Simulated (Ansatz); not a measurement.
H$_{7}$O$_{7}$Si$_{2}$ (SMILES O[Si](O)(O)O[Si](O)(O)[OH2+]), charge +1, singlet, geometry from GFN2-xTB. Base run: BLYP/STO-3G run with Ansatz (a first-principles code).

Geometry (Å):
```xyz
16

O      2.3232    -1.3076     0.9540
Si     1.3833    -0.6568    -0.1654
O      0.3426    -1.8470    -0.6374
O      2.0288     0.1233    -1.4036
O      0.3521     0.4473     0.4888
Si    -1.1677     0.8935     0.3024
O     -1.5884     1.7303    -0.9835
O     -1.8845     1.3580     1.6382
O     -1.8853    -0.6745    -0.1867
H      2.9379    -0.8168     1.4936
H      0.6169    -2.7614    -0.5728
H      2.7647    -0.1753    -1.9323
H     -1.4719     2.6711    -1.0971
H     -1.6716     1.0858     2.5295
H     -2.5790    -0.6516    -0.8606
H     -1.1253    -1.3028    -0.4371
```
Charge +1, spin multiplicity 1.
All else is at Ansatz's defaults.

The base run was repeated with changes; each row names its change, and settings that it needs were set with it.

| change | E (Eh) |
|---|---|
| base | -1095.40392 |
| functional = wB97X-V | -1095.46837 |
| functional = hf | -1092.23908 |
| functional = b3lyp | -1095.64453 |
| functional = cam_b3lyp | -1095.41730 |
| functional = pbe | -1094.78280 |
| functional = r2scan | -1095.45908 |
| functional = B2GP-PLYP | -1094.45365 |
| functional = revpbe | -1095.38592 |
| functional = PBE0-DH | -1094.78819 |
| functional = pbe0 | -1094.95972 |
| functional = pbe0; dispersion = d3bj | -1094.97290 |
| functional = b3lyp5 | -1095.30283 |

Total energies compare only within one method and basis.
